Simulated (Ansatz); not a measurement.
Species: CH₃Cl₂Ga, SMILES `[CH3][Ga]([Cl])[Cl]` (charge 0, multiplicity 1).

**Question.** Give a relaxed geometry from B3LYP-D3(BJ)/def2-TZVP (Ansatz, a program for electronic structure).

**Answer.** the end point of this relaxation (outside a Z-matrix the atoms follow the SMILES, hydrogens last).
Z-matrix (Å, degrees):
```
Ga
C 1 1.9566
H 2 1.0880 1 110.09
H 2 1.0888 3 110.34 1 121.18
H 2 1.0906 3 109.25 4 119.38
Cl 1 2.1544 2 123.27 3 -19.21
Cl 1 2.1546 2 122.81 3 161.34
```
